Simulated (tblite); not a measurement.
C₇H₁₃B.
Numbering: `[BH2:1][C@@H:2]1[CH2:3][CH2:4][CH2:5][C:6](=[CH2:7])[CH2:8]1` (hydrogens: H9, H10 on B1; H11 on C2; H12, H13 on C3; H14, H15 on C4; H16, H17 on C5; H18, H19 on C7; H20, H21 on C8)

Geometry (GFN2-xTB, Å), atoms numbered from 1 in this order:
```
atom  x, y, z in Å
B1     2.6642   -0.5807    0.2721
C2     1.2059   -0.2280   -0.2176
C3     0.8865    1.2513    0.0711
C4    -0.5151    1.6104   -0.4123
C5    -1.5619    0.7264    0.2697
C6    -1.2250   -0.7166    0.0374
C7    -2.0428   -1.5604   -0.5691
C8     0.1485   -1.0967    0.5014
H9     2.9107   -0.5237    1.4142
H10    3.5028   -0.8853   -0.4831
H11    1.0724   -0.3840   -1.2937
H12    1.6205    1.8883   -0.4279
H13    0.9605    1.4353    1.1454
H14   -0.5754    1.4667   -1.4938
H15   -0.7232    2.6621   -0.2005
H16   -1.5549    0.9321    1.3442
H17   -2.5573    0.9562   -0.1140
H18   -1.7744   -2.5895   -0.7405
H19   -3.0194   -1.2595   -0.9108
H20    0.3381   -2.1525    0.3005
H21    0.2304   -0.9351    1.5795
```

All values are computed: GFN2-xTB (tblite) harmonic vibrations without scaling, gas phase. The method is semi-empirical: single wavenumbers can be off by several per cent or more. Modes of hydrogen on boron can be 10 to 20 % off. One conformer, not necessarily the lowest. The optimisation stopped once no atom felt more than 0.01 eV/Å.

Lowest wavenumbers of the output (negative numbers stand for imaginary wavenumbers):
```
mode    cm-1
  1    -124.7
  2     109.1
  3     130.3
  4     218.8
  5     255.6
  6     361.6
  7     380.1
  8     403.0
```

Task: Is this structure a minimum?

Result: No. 1 mode is imaginary beyond 20i (125i cm⁻¹), so at this level the point lies at or near a first-order saddle.

Task: Which atoms move in the imaginary mode?

Result: 125i: H10 (B–H hydrogen) 61 %, H9 (B–H hydrogen) 19 %. These are shares of the mass-weighted motion.

Task: What is the remedy?

Result: Step along that mode in both directions, optimise again with tighter thresholds and repeat the frequencies. The zero-point energy of this point (114.0 kcal/mol) counts the 56 real modes alone, and thermal corrections from it aren't those of a minimum.
